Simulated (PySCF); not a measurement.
**Computed properties of AlBrH3N, SMILES [NH2][AlH][Br]**

AlBrH₃N, SMILES [NH2][AlH][Br]. Coordinates come from a B3LYP-D3(BJ)/def2-TZVP optimisation. The values are those of a single conformer. All values are computed for the isolated molecule unless a solvent is named; none is compared with measurement here.

**Structure.** The optimised structure has Cs symmetry. All 12 harmonic modes at B3LYP-D3(BJ)/def2-TZVP (PySCF) are real, so it is a minimum. With heavy atoms numbered as in [AlH:1]([Br:3])[NH2:4], the shortest bond between them is Al1–N4 at 1.760 Å and the longest Al1–Br3 at 2.268 Å.

**Vibrations.** The strongest infrared lines (harmonic, unscaled, degenerate partners summed) lie at 419 cm⁻¹ (230 km/mol, H 76 %, N 21 %), 740 cm⁻¹ (195 km/mol, H 77 %, N 16 %), 1994 cm⁻¹ (142 km/mol, H 96 %). The softest mode is at 164 cm⁻¹ and the zero-point energy is 21.1 kcal/mol.

**Electronic structure.** M06-2X/def2-TZVPD (PySCF) places the frontier levels at -9.21 and -0.16 eV, a gap of 9.05 eV, and gives a dipole moment of 2.17 D and a mean polarisability of 56.8 bohr³.

**Excitations.** TDA-B3LYP/def2-SVPD (PySCF) has S1 at 6.02 eV (206 nm, f = 0.020, weak); the most intense of the 10 singlets computed lies at 6.64 eV (f = 0.08). T1 (TDA) is at 5.16 eV, 0.86 eV under S1. No vertical singlet excitation falls in the visible range (under 3.1 eV).

**NMR.** GIAO shifts at KT2/pcSseg-2 (PySCF) (non-relativistic, atoms alike by connectivity averaged): ¹H from 1.9 to 5.1 ppm against TMS. Without spin–orbit terms, shifts of atoms bonded to Cl or Br come out too high.
